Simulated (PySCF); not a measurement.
B(CCH)(F)(H) (C2H2BF), SMILES C#CBF.

The structure is a stationary point at PBE-D3(BJ)/def2-SVP.

Computed with ωB97X/def2-TZVPD (PySCF).

Isolated molecule, no solvent.

Computed frontier levels, gap, dipole moment and polarisability:
| Item | Result |
|---|---|
| highest occupied level | -10.98 eV |
| lowest empty level | 0.22 eV |
| orbital gap | 11.20 eV |
| dipole moment | 1.65 D |
| quadrupole, principal values (traceless, Buckingham form, about the centre of nuclear charge) | -4.83, -1.32, 6.15 D·Å |
| mean static polarisability | 38.1 bohr³ (5.64 Å³) |
| polarisability, principal values | 27.7, 31.4, 55.2 bohr³ |
